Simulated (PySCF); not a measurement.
Input file for PySCF: D3(BJ) and D4 dispersion corrections on CH4OPb (SMILES C[O][PbH]), a point of a torsion scan.

```python
from pyscf import gto
from pyscf.dispersion import dftd3, dftd4

mol = gto.M(
    atom='''
    C    -0.97738564   -0.22448323    0.05615311
    O     0.13766006    0.56516660   -0.10156512
    Pb    2.05462411    1.29456914   -0.02950395
    H    -0.75883887   -1.28505092   -0.13628254
    H    -1.76334178    0.09359686   -0.64212935
    H    -1.37335313   -0.12915271    1.07732834
    H     2.96673606   -0.09005036   -0.91098817
    ''',
    basis='def2-svp',
    charge=0, spin=0, verbose=0, max_memory=1800)
d3, d4 = {}, {}
for xc in ['hf', 'pbe', 'blyp', 'revpbe', 'tpss', 'r2scan', 'b3lyp', 'pbe0', 'bhlyp', 'camb3lyp', 'b2plyp']:
    d3[xc] = float(dftd3.DFTD3Dispersion(mol, xc=xc, version='d3bj', atm=False).get_dispersion()['energy'])
    print(f'D3(BJ) {xc:10s} {d3[xc]:14.8f} Eh')
for xc in ['hf', 'pbe', 'blyp', 'revpbe', 'tpss', 'r2scan', 'b3lyp', 'pbe0', 'bhlyp', 'camb3lyp', 'b2plyp']:
    d4[xc] = float(dftd4.DFTD4Dispersion(mol, xc={'camb3lyp': 'cam-b3lyp'}.get(xc, xc), atm=True).get_dispersion()['energy'])
    print(f'D4     {xc:10s} {d4[xc]:14.8f} Eh')
```

The log:

```
D3(BJ) hf            -0.03152360 Eh
D3(BJ) pbe           -0.00377212 Eh
D3(BJ) blyp          -0.00843222 Eh
D3(BJ) revpbe        -0.00927148 Eh
D3(BJ) tpss          -0.00491620 Eh
D3(BJ) r2scan        -0.00106692 Eh
D3(BJ) b3lyp         -0.00697348 Eh
D3(BJ) pbe0          -0.00341895 Eh
D3(BJ) bhlyp         -0.00577377 Eh
D3(BJ) camb3lyp      -0.00337755 Eh
D3(BJ) b2plyp        -0.00346441 Eh
D4     hf            -0.01476188 Eh
D4     pbe           -0.00418845 Eh
D4     blyp          -0.00917986 Eh
D4     revpbe        -0.01253787 Eh
D4     tpss          -0.00564726 Eh
D4     r2scan        -0.00097948 Eh
D4     b3lyp         -0.00682259 Eh
D4     pbe0          -0.00355271 Eh
D4     bhlyp         -0.00557394 Eh
D4     camb3lyp      -0.00364995 Eh
D4     b2plyp        -0.00291662 Eh
```

The run finished.

Cost: very roughly 0.04 core-seconds.
